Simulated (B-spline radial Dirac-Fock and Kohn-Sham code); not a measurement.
# Core and valence levels of Ni

System: atomic nickel, 1s2 2s2 2p6 3s2 3p6 3d10 (an excited configuration); nuclear rms radius 3.7757 fm (A = 58).

Input of the calculation (task.json; shells as n, l, electrons):

```json
{"items": [{
  "Z": 28,
  "q": 0,
  "cfg": [[1, 0, 2], [2, 0, 2], [2, 1, 6], [3, 0, 2], [3, 1, 6], [3, 2, 10]],
  "A": 58,
  "rrms": 3.7757,
  "do": ["binding"]
}]}
```

Command: `python xray_run.py task.json out`

Calculated with a radial finite-basis atomic code, using relaxed Dirac-Fock hole states (ΔSCF) with Breit and QED corrections and a finite nucleus. Electron correlation is not included. Energies are counted from the vacuum level.

All terms are in eV, carry their sign (relaxation lowers the binding energy) and add up to the binding energy; ⟨r⟩ is the mean radius of the orbital in the initial state.

| subshell | −ε (Koopmans) | relaxation | Gaunt | retardation | self-energy | vacuum polarisation | binding energy | ⟨r⟩ (bohr) |
| --- | --- | --- | --- | --- | --- | --- | --- | --- |
| 1s | 8396.7 | -49.63 | -10.48 | 0.65 | -5.09 | 0.45 | 8332.6 | 0.054 |
| 2s | 1040.3 | -26.79 | -0.69 | 0.02 | -0.52 | 0.04 | 1012.4 | 0.243 |
| 2p1/2 | 901.5 | -28.52 | -1.31 | 0.14 | 0.06 | 0.00 | 871.8 | 0.213 |
| 2p3/2 | 883.7 | -28.24 | -0.90 | 0.15 | 0.02 | 0.00 | 854.7 | 0.216 |
| 3s | 125.3 | -8.75 | -0.07 | 0.00 | -0.08 | 0.01 | 116.4 | 0.746 |
| 3p1/2 | 81.32 | -8.08 | -0.14 | 0.02 | 0.00 | 0.00 | 73.13 | 0.785 |
| 3p3/2 | 78.94 | -7.82 | -0.08 | 0.02 | 0.00 | 0.00 | 71.05 | 0.795 |
| 3d3/2 | 7.39 | -5.20 | -0.01 | 0.00 | 0.00 | 0.00 | 2.19 | 1.163 |
| 3d5/2 | 7.04 | -5.04 | 0.01 | 0.00 | 0.00 | 0.00 | 2.01 | 1.186 |

For the deepest level, K (1s), the Breit terms make up -0.118 % of the binding energy, QED -0.056 % and orbital relaxation -0.596 %.

Spin-orbit splittings: 2p 17.12 eV, 3p 2.07 eV, 3d 0.18 eV.
